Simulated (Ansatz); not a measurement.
Input for Ansatz (an electronic-structure program): U-r2SCAN/def2-TZVPP on FHSn (SMILES [F][SnH]), a point of a bond scan (R = 2.152 Å). Elements past Kr take the def2 small-core potentials; no spin–orbit coupling.

Ansatz 0.2 input:
```yaml
crystal:
  periodic: [false, false, false]
  atoms:
    - {symbol: Sn, position_ang: [-0.09096150, -0.17370643, 0.21890608]}
    - {symbol: H, position_ang: [-1.22391851, -1.27219825, -1.24426141]}
    - {symbol: F, position_ang: [0.62035194, 1.08604865, -1.10498931]}
basis:
  gaussian:
    orbitals: def2-TZVPP
hamiltonian:
  xc: {name: r2SCAN}
magnetization: {spin_polarized: true, initial_magnetization: 0}
```

The head of its log:

```
WARN ansatz: RAYON_NUM_THREADS=1 ignored (pool sized by the plan → 1); use --threads N
Functional definition: r2SCAN
integrals: 0.02 GiB planned
603 factors; their error is unknown
mean field: 0.27 GiB planned
mean field evaluation 1: about -8563.4482 eV, gradient 3.1e1 eV
mean field evaluation 2: about -8485.5185 eV, gradient 1.4e2 eV
```

Problem. What total energy does the run end on?

Solution. -314.8288 hartree.
